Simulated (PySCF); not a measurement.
Coordinates in bohr (charge 0 multiplicity 1):
```
Pb    1.8656    0.0000    0.0000
I    -1.5149    4.1621    0.0000
I    -1.5149   -4.1621    0.0000
```

These are results of BP86 in PySCF with Pb def2-TZVP with ECP60, I def2-TZVP with ECP28; scalar-relativistic core potentials, no spin–orbit coupling; density-fitted integrals, not measurements.

This geometry of PbI₂ is a stationary point at this level.

Question: What is the point group?

Answer: C2v.

Question: Is it a minimum?

Answer: Yes: all harmonic wavenumbers are real, though the softest, 47 cm⁻¹, leaves little margin.

Question: List the harmonic modes with their infrared intensities.

Answer: 
```tsv
symmetry	ω (cm⁻¹)	IR (km/mol)	type
a1	47	0.3	bend
b2	154	31.3	stretch
a1	158	7.3	stretch
```

Question: What are the dipole moment and the gap between the highest occupied and lowest empty levels?

Answer: 3.47 D and 2.25 eV.

Question: What is the atomisation energy, with and without zero-point energy?

Answer: 601 kJ/mol without, 599 kJ/mol with.

In C2v the vibrations span 2a1 + b2. Here b1 is antisymmetric to the molecular plane and b2 lies in it.

Spin–orbit coupling, left out here, can matter for elements this heavy.
